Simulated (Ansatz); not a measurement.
Spin states of O2Ru (SMILES [O]=[Ru]=[O]), each relaxed with B3LYP-D3(BJ)/def2-TZVP.
State 1 (charge 0, multiplicity 1):
```xyz
3

Ru     0.14609    -0.04425     0.15593
O      1.15992     0.24015    -1.14317
O     -1.33928    -0.14863     0.91692
```
State 2 (charge 0, multiplicity 5):
```xyz
3

Ru     0.38133    -0.13404     0.42432
O      0.90136     0.26313    -1.16124
O     -1.31596    -0.08182     0.66660
```

Singlets are restricted, other states unrestricted; no spin–orbit coupling, no relativity up to Kr; see below for the cores. The largest T1 diagnostic is 0.096.

The values were computed with Ansatz (Gaussian basis) for Hartree–Fock, density functionals and correlated methods. Values without a source in brackets are computed. In def2 rows elements past Kr take small-core potentials, without spin–orbit coupling.

**Question.** One of these levels gives 79.2 kJ/mol for the energy of the multiplicity-5 state less that of the multiplicity-1 state. Name it.
(A) PBE/def2-TZVPP
(B) BLYP/def2-TZVPP
(C) PBE0/def2-TZVPP

**Answer.** A, PBE/def2-TZVPP. The others give 87.0 (BLYP/def2-TZVPP), 66.9 (PBE0/def2-TZVPP)

Ansatz is a program for electronic structure.
